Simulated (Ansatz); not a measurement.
`C=C[CH2][Ge]([F])([O]C)[O]C` and `C[O][Ge]([F])([F])[O]C` differ in one atom or group.

Ansatz, PBE0-D4/def2-TZVP geometries, multiplicity 1. Each molecule was computed in one conformer, which needn't be the lowest.

Scalar relativity is left out up to krypton.

```json
{"property": "HOMO–LUMO gap (B3LYP/def2-TZVPP) / eV", "`C=C[CH2][Ge]([F])([O]C)[O]C`": "6.82"}
{"property": "HOMO energy (ωB97M-V/def2-TZVPP) / eV", "`C=C[CH2][Ge]([F])([O]C)[O]C`": "-9.68"}
{"property": "LUMO energy (PBE0/def2-TZVPP) / eV", "`C=C[CH2][Ge]([F])([O]C)[O]C`": "-0.19"}
{"property": "LUMO energy (B3LYP/def2-TZVPP) / eV", "`C=C[CH2][Ge]([F])([O]C)[O]C`": "-0.44"}
{"property": "size of the dipole moment (B3LYP/def2-TZVPP) / D", "`C=C[CH2][Ge]([F])([O]C)[O]C`": "1.54"}
{"property": "HOMO energy (B3LYP/def2-TZVPP) / eV", "`C=C[CH2][Ge]([F])([O]C)[O]C`": "-7.26"}
```

(1) What does the change do to each property? (Best estimate.)

## Answers

(1) Computed: 
| property | `C[O][Ge]([F])([F])[O]C` | shift |
| --- | --- | --- |
| HOMO–LUMO gap (B3LYP/def2-TZVPP) / eV | 7.69 | 0.87 |
| HOMO energy (ωB97M-V/def2-TZVPP) / eV | -11.23 | -1.55 |
| LUMO energy (PBE0/def2-TZVPP) / eV | -0.51 | -0.32 |
| LUMO energy (B3LYP/def2-TZVPP) / eV | -0.88 | -0.44 |
| size of the dipole moment (B3LYP/def2-TZVPP) / D | 3.12 | 1.58 |
| HOMO energy (B3LYP/def2-TZVPP) / eV | -8.57 | -1.31 |

With PBE0 the HOMO falls by 1.33 eV and the LUMO falls by 0.32 eV, so the gap widens by about 1.01 eV. PBE moves the HOMO by -0.84 eV and ωB97M-V by -1.55 eV. Dipoles are sizes alone; their direction can turn.

B3LYP here is the variant with VWN-RPA as its local correlation; programs differ in this.
